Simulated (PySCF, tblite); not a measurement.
Isomers of C4H2N4, one GFN2-xTB conformer each. Single-point energies are computed at PBE0/pcSseg-1 (PySCF, gas phase, no added dispersion term), electronic only.

Task: Rank them by PBE0/pcSseg-1 energy, lowest first (kcal/mol).
A. `n1ncc(cn1)C#N`
B. `N#Cc1ccnnn1`
C. `N#Cc1nccnn1`

Result: C (0.0), A (14.4), B (16.2).

Neighbours under 2.5 kcal/mol apart (N#Cc1cnnnc1 and N#Cc1ccnnn1) can change places with a better method, another conformer or zero-point energy. GFN2-xTB itself gives, in the same order: 0.0, 10.8, 12.4. Both levels put the same isomer lowest; measured from each level's own lowest isomer, the values differ by up to 3.8 kcal/mol (N#Cc1ccnnn1: 12.4 against 16.2).

Task: Which frontier levels, dipoles and rotational constants go with these structures?

Result: 
```csv
SMILES,"HOMO (eV, PBE0/pcSseg-1)",LUMO (eV),dipole (D),"A, B, C (MHz)"
N#Cc1nccnn1,-7.68,-2.92,5.57,"6303, 1693, 1334"
N#Cc1cnnnc1,-7.97,-3.30,1.23,"6445, 1598, 1280"
N#Cc1ccnnn1,-7.88,-3.16,4.79,"6403, 1637, 1304"
```

Task: What happens when harmonic zero-point energies from GFN2-xTB frequencies are added?

Result: 
| SMILES | ZPE (kcal/mol) | electronic (kcal/mol) | with ZPE (kcal/mol) |
| --- | --- | --- | --- |
| N#Cc1nccnn1 | 37.4 | 0.0 | 0.0 |
| N#Cc1cnnnc1 | 37.2 | 14.4 | 14.2 |
| N#Cc1ccnnn1 | 37.2 | 16.2 | 16.0 |

The zero-point energies span 0.2 kcal/mol. The order is unchanged.
